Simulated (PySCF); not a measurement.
A geometry optimisation, step by step.

Compound: Zr(NH2)F3 (singlet state).
Bonds: Zr1–N2, Zr1–F5, Zr1–F6, Zr1–F7. Hydrogens: H3, H4 on N2.

Method: PySCF, PBE0-D3(BJ)/def2-SVP geometry optimisation, gas phase, def2 core potentials past Kr; density fitting, grid level 1; the optimiser is geomeTRIC in internal coordinates, started from a GFN2-xTB structure with every atom displaced at random (about 0.03 Å). The frame can shift and turn from step to step; on so coarse a grid that alone can change the energy by a few meV, and forces under 0.02 eV/Å are noise.

Step 0: E = -10943.8155 eV, largest atomic force 4.877 eV/Å
```
atom  x, y, z in Å  |  force x, y, z in eV/Å
Zr1     0.065   -0.073   -0.760   -2.774   3.981   0.492
N2     -0.004    0.006    1.218    1.690  -0.941  -2.293
H3      0.701   -0.335    1.806    1.727  -0.787   1.076
H4     -0.662    0.337    1.810   -3.209   1.567   2.312
F5      1.763   -0.038   -1.388    3.216  -0.172  -1.020
F6     -0.922    1.527   -1.373    0.703  -1.217   0.411
F7     -0.849   -1.524   -1.382   -1.352  -2.431  -0.977
```

Step 1: E = -10944.3225 eV, largest atomic force 1.242 eV/Å
```
atom  x, y, z in Å  |  force x, y, z in eV/Å
Zr1     0.026   -0.013   -0.790    0.643  -1.042   0.210
N2     -0.007    0.016    1.260    0.195  -0.082  -0.673
H3      0.762   -0.349    1.825   -0.090   0.033  -0.046
H4     -0.727    0.357    1.895    0.001   0.000  -0.109
F5      1.868   -0.033   -1.425   -1.004  -0.023   0.419
F6     -0.915    1.506   -1.387   -0.246   0.301  -0.122
F7     -0.916   -1.588   -1.446    0.502   0.812   0.320
```

Step 2: E = -10944.3871 eV, largest atomic force 0.348 eV/Å
```
atom  x, y, z in Å  |  force x, y, z in eV/Å
Zr1     0.028   -0.014   -0.777    0.105  -0.083  -0.321
N2      0.003    0.007    1.232    0.109  -0.050   0.234
H3      0.763   -0.355    1.810   -0.072   0.031  -0.031
H4     -0.727    0.352    1.856    0.030  -0.022  -0.092
F5      1.845   -0.039   -1.385   -0.232  -0.038   0.144
F6     -0.929    1.515   -1.379   -0.060   0.017   0.001
F7     -0.891   -1.568   -1.426    0.120   0.145   0.065
```

Step 3: E = -10944.3931 eV, largest atomic force 0.168 eV/Å
```
atom  x, y, z in Å  |  force x, y, z in eV/Å
Zr1     0.027   -0.008   -0.785   -0.084   0.136   0.052
N2      0.011    0.000    1.231    0.071  -0.027   0.056
H3      0.761   -0.357    1.822   -0.008  -0.001  -0.033
H4     -0.727    0.343    1.844   -0.032   0.006  -0.052
F5      1.838   -0.039   -1.368    0.083  -0.025   0.002
F6     -0.943    1.519   -1.382   -0.026  -0.020   0.012
F7     -0.874   -1.560   -1.431   -0.005  -0.068  -0.038
```

Step 4: E = -10944.3955 eV, largest atomic force 0.103 eV/Å
```
atom  x, y, z in Å  |  force x, y, z in eV/Å
Zr1     0.026   -0.001   -0.785   -0.056   0.081   0.028
N2      0.013   -0.005    1.229    0.030  -0.004   0.036
H3      0.760   -0.360    1.823    0.004  -0.008  -0.013
H4     -0.733    0.335    1.835   -0.029   0.005  -0.021
F5      1.841   -0.032   -1.354    0.077  -0.007  -0.011
F6     -0.957    1.521   -1.377   -0.025  -0.015   0.016
F7     -0.859   -1.560   -1.439   -0.001  -0.052  -0.034
```

Step 5: E = -10944.3994 eV, largest atomic force 0.085 eV/Å
```
atom  x, y, z in Å  |  force x, y, z in eV/Å
Zr1     0.028    0.017   -0.786    0.034  -0.036  -0.002
N2      0.014   -0.018    1.226   -0.052   0.036  -0.057
H3      0.755   -0.370    1.828    0.011  -0.016   0.024
H4     -0.753    0.308    1.812   -0.002  -0.005   0.037
F5      1.856    0.001   -1.322   -0.003   0.033  -0.019
F6     -1.000    1.520   -1.358   -0.003  -0.024   0.025
F7     -0.808   -1.560   -1.469    0.014   0.013  -0.008
```

Step 6: E = -10944.4012 eV, largest atomic force 0.110 eV/Å
```
atom  x, y, z in Å  |  force x, y, z in eV/Å
Zr1     0.031    0.023   -0.786    0.070  -0.084  -0.009
N2      0.011   -0.025    1.225   -0.060   0.035  -0.052
H3      0.750   -0.376    1.831    0.007  -0.014   0.026
H4     -0.764    0.293    1.805    0.011  -0.009   0.042
F5      1.863    0.028   -1.314   -0.019   0.038  -0.019
F6     -1.020    1.513   -1.342   -0.018   0.011   0.007
F7     -0.779   -1.559   -1.487    0.010   0.023   0.004
```

Step 7: E = -10944.4037 eV, largest atomic force 0.065 eV/Å
```
atom  x, y, z in Å  |  force x, y, z in eV/Å
Zr1     0.041    0.030   -0.786    0.038  -0.045  -0.026
N2      0.003   -0.038    1.225   -0.030   0.007  -0.025
H3      0.739   -0.389    1.835   -0.004  -0.005   0.011
H4     -0.781    0.264    1.801    0.020  -0.009   0.021
F5      1.874    0.092   -1.313   -0.041   0.025  -0.002
F6     -1.057    1.497   -1.310    0.013   0.002  -0.008
F7     -0.728   -1.558   -1.521    0.004   0.027   0.029
```

Step 8: E = -10944.4040 eV, largest atomic force 0.036 eV/Å
```
atom  x, y, z in Å  |  force x, y, z in eV/Å
Zr1     0.042    0.027   -0.786    0.021  -0.029  -0.004
N2      0.002   -0.036    1.226   -0.002  -0.005   0.008
H3      0.740   -0.390    1.833   -0.006  -0.001  -0.001
H4     -0.777    0.266    1.809    0.011  -0.004   0.002
F5      1.870    0.095   -1.323   -0.011   0.010   0.001
F6     -1.050    1.496   -1.313   -0.016   0.026  -0.016
F7     -0.736   -1.559   -1.513    0.003   0.003   0.010
```

Step 9: E = -10944.4042 eV, largest atomic force 0.026 eV/Å
```
atom  x, y, z in Å  |  force x, y, z in eV/Å
Zr1     0.042    0.028   -0.786   -0.019   0.018   0.002
N2      0.002   -0.038    1.226    0.006  -0.005  -0.001
H3      0.740   -0.394    1.831    0.000  -0.002  -0.003
H4     -0.775    0.262    1.812    0.002   0.000  -0.001
F5      1.868    0.102   -1.327   -0.001   0.003   0.001
F6     -1.052    1.497   -1.315    0.009  -0.011  -0.001
F7     -0.734   -1.560   -1.511    0.003  -0.004   0.003
```

Task: Summarise the path.

Result: The energy falls by 0.5887 eV from step 0 to step 9; nine tenths of that is first reached at step 2. It falls at every step. The largest force goes from 4.877 to 0.026 eV/Å. Among the bonds Zr1–F5 changes most, from 1.811 to 1.906 Å; the atoms move by 0.070 Å rms after alignment.

Task: Follow the three bonds and two angles with the largest change from start to end.

Result: 
```tsv
step	E above end (eV)	largest force (eV/Å)	Zr1–F5 (Å)	Zr1–F7 (Å)	N2–H4 (Å)	Zr1–N2–H4 (°)	F5–Zr1–F6 (°)
0	0.5887	4.877	1.811	1.824	0.945	131.6	110.2
1	0.0817	1.242	1.948	1.949	1.019	129.7	112.2
2	0.0171	0.348	1.916	1.918	1.020	128.6	112.8
3	0.0111	0.168	1.902	1.908	1.019	127.6	113.7
4	0.0087	0.103	1.902	1.908	1.018	126.8	114.4
5	0.0048	0.085	1.905	1.911	1.018	125.1	116.1
6	0.0030	0.110	1.906	1.911	1.019	124.7	116.6
7	0.0005	0.065	1.908	1.911	1.019	124.7	116.9
8	0.0002	0.036	1.907	1.910	1.019	125.3	116.4
9	0.0000	0.026	1.906	1.910	1.019	125.5	116.2
```

The cost below is that of the whole optimisation. On Arm Neoverse V2, one thread, no GPU, on a shared host, this took 38 s wall and 0.38 GiB of memory at its peak.
